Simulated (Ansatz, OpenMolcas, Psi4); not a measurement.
**Predicting a hybrid from its neighbours: BBrF2**

The species is BBrF2 (4 atoms), meant as a singlet with charge 0. SMILES: `FB(F)Br`. The coordinates come from a PBE0-D4/def2-TZVP relaxation.

The electronic atomisation energy y, in eV, basis aug-cc-pVDZ; a is the functional's share of exact exchange. Programs: Ansatz 0.2.0, OpenMolcas 26.06, Psi4 1.11.

| functional | program | a | y (eV) |
| --- | --- | --- | --- |
| PBE | Ansatz | 0 | 17.59 |
| TPSS | OpenMolcas | 0 | 16.95 |
| TPSSh | Psi4 | 0.1 | 16.78 |
| B3LYP | Ansatz | 0.2 | 16.74 |
| r2SCAN0 | Ansatz | 0.25 | ? |
| PBE0 | Ansatz | 0.25 | 17.02 |
| BHLYP | Ansatz | 0.5 | 16.03 |

Task: Fit y = c + s·a to the known rows and predict r2SCAN0.

Result: 
1. Means of the 6 rows: a = 0.1750, y = 16.852.
2. Σ(Δa)² = 0.17875, Σ(Δa·Δy) = -0.39825, so the slope is -0.39825/0.17875 = -2.228.
3. Intercept: 16.852 − (-2.228) × 0.1750 = 17.242. The largest residual of the fit is 0.35.
4. r2SCAN0: 17.242 + (-2.228) × 0.25 = 16.69 eV.

The run gave 16.76 eV, so the prediction is off by -0.07 eV, within the largest residual. The rows mix families of semi-local functionals, which the line can't see. Spin-orbit coupling is left out.
